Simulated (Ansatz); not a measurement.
AlH₂I. Total charge 0; triplet. Geometry PBE-D4/def2-TZVP, that of the neutral singlet; atoms count from 1.

```tsv
atom	x (Å)	y (Å)	z (Å)
Al1	0.060	-0.124	0.212
H2	-0.835	-1.372	0.614
H3	1.303	0.397	1.049
I4	-0.528	1.099	-1.875
```

In the def2 sets I takes a core potential; there is no spin–orbit coupling. At PBE0-D4/def2-TZVP a singlet of charge 0 lies 4.36 eV below the triplet at the same geometry.

Question: Estimate the Mulliken populations from the PBE0/def2-TZVP orbitals of Ansatz.

Answer: 
| atom | charge (e) | spin (α − β) |
| --- | --- | --- |
| Al1 | -0.11 | 1.04 |
| H2 | 0.00 | 0.16 |
| H3 | 0.00 | 0.16 |
| I4 | 0.10 | 0.65 |
Mulliken values and Mayer orders depend strongly on the basis.

Question: Where does the spin sit?

Answer: Summed by element: Al 1.04, H 0.31, I 0.65, of 2 unpaired in all. Largest on single atoms: Al1 1.04, I4 0.65, H2 0.16.

Question: And the Mayer bond orders between bonded heavy atoms (over 0.3)?

Answer: Al1–I4 0.98 (2.49 Å).
